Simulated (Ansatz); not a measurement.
A set of 12 reactions (redistribution), with CCSD(T)/CBS values in kJ/mol:

```tsv
reaction	ΔE
`B[SiH2]OC` + `CO[CH2][AlH][SiH3]` → `[BH2][AlH][CH2]OC` + `CO[SiH2][SiH3]`	19.3
`C[NH][Zr]([OH])([OH])[OH]` + `BBr` → `[OH][Zr]([OH])([OH])[Br]` + `BNC`	-184.7
`SBBCl` + `C[NH][AlH][OH]` → `BBCl` + `C[NH][Al]([OH])[SH]`	-12.9
`CC([SiH3])[TeH]` + `CO[CH2][AlH][CH3]` → `CO[CH2][AlH][SiH3]` + `CC(C)[TeH]`	29.4
`[AlH2][CH2][GaH2]` + `BN=C=C` → `C=C=[N][AlH2]` + `B[CH2][GaH2]`	-12.7
`C[SiH2][SiH2]F` + `B[N](C)[GeH3]` → `BN(C)[SiH2]F` + `C[SiH2][GeH3]`	-82.8
`C[O][Zr]([OH])([Cl])[c]1ccccc1` + `C#[C][Zr]([OH])([OH])[F]` → `[OH][Zr]([OH])([Cl])[c]1ccccc1` + `C#[C][Zr]([OH])([F])[O]C`	1.0
`[NH2][In]([Cl])[O][SiH3]` + `CCBS` → `C[CH2][In]([NH2])[Cl]` + `[SiH3]OBS`	-60.2
`C[O][Ge]([SH])([Cl])[Cl]` + `[AlH2][S][SiH3]` → `[SH][GeH]([Cl])[Cl]` + `C[O][AlH][S][SiH3]`	-91.4
`F[SiH](F)[O][GeH3]` + `C[O][GeH]([SH])[Cl]` → `F[SiH](Cl)[O][GeH3]` + `C[O][GeH]([F])[SH]`	63.2
`[SiH3][GeH2][SiH2][GeH2][SiH3]` + `O[BH][GeH3]` → `OB[SiH3]` + `[SiH3][GeH2][SiH2][GeH2][GeH3]`	-2.0
`F[SiH](F)[O][GeH3]` + `CC(=O)[SiH3]` → `F[SiH](F)[SiH3]` + `CC(=O)[O][GeH3]`	91.0
```

Calculated with Ansatz (gas phase, PBE0-D4/def2-TZVP geometries, no zero-point term in ΔE). CCSD(T)/CBS adds triple-zeta CCSD(T) − MP2 to the extrapolated MP2 energy (def2 sets, frozen cores). This one scheme is used for every species. Functionals use def2-TZVPP. B3LYP here is the variant with VWN-RPA as its local correlation; programs differ in this. Elements past krypton have def2 core potentials. For Br, Ga, Ge, In, Te, Zr outer-core shells are correlated without core-valence functions, which leaves a few kJ/mol of doubt a bond. Scalar relativity is left out up to krypton. Each species was taken in one conformer, which may not be the lowest.

Problem. Give the mean, mean absolute and largest difference (level minus CCSD(T)/CBS, kJ/mol) for: PBE-D4, PBE0-D4, B3LYP-D4, ωB97X-V, ωB97M-V, B2PLYP, r2SCAN, PBE0, B3LYP, MP2/def2-TZVPP, CCSD(T)/def2-TZVPP, HF/def2-QZVPP, MP2/def2-QZVPP, HF/CBS(def2). (An estimate is asked.)

Solution. The calculation gave: 
```csv
level,mean,mean absolute,largest
PBE-D4,-3.5,9.4,-31.9
PBE0-D4,-3.7,6.1,-24.6
B3LYP-D4,-2.1,3.5,-7.6
ωB97X-V,-2.1,3.7,-15.8
ωB97M-V,-1.8,3.3,-7.6
B2PLYP,-1.2,2.0,-5.9
r2SCAN,-3.5,4.8,-17.0
PBE0,-4.0,6.5,-25.1
B3LYP,-2.4,4.0,-8.4
MP2/def2-TZVPP,0.2,2.5,6.6
CCSD(T)/def2-TZVPP,0.0,2.0,4.2
HF/def2-QZVPP,-1.2,9.3,26.3
MP2/def2-QZVPP,0.3,2.5,9.1
HF/CBS(def2),-1.2,9.4,26.2
```

The largest T1 diagnostic in the set is 0.017, for `C#[C][Zr]([OH])([OH])[F]` (customary mark 0.02).

CCSD(T)/CBS is a level of theory with its own doubt, and the functionals carry their triple-zeta basis error, so these figures describe this set and don't rank the functionals.
